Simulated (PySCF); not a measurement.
CCl2F, SMILES Cl[C](F)Cl, multiplicity 2.

Geometry: B3LYP-D3(BJ)/def2-SVP. The isomer is the one that the SMILES or the coordinates give; other isomers of the formula were not compared.

All values below come from r2SCAN/def2-TZVPD (PySCF).

Isolated molecule, no solvent.

The total energy is -1058.25097 hartree. The point group is Cs, the α spin, highest occupied and lowest empty level is -6.04 and -1.64 eV and the β spin, highest occupied and lowest empty level is -8.41 and -3.10 eV. The dipole moment is 0.056 e·Å, the quadrupole, principal values (traceless, Buckingham form, about the centre of nuclear charge) is -1.44, -0.26, 1.69 D·Å and the mean static polarisability is 44.4 bohr³ (6.58 Å³). The polarisability, principal values is 33.8, 41.4, 58.0 bohr³ and the ⟨S²⟩ is 0.755 (pure state 0.75).
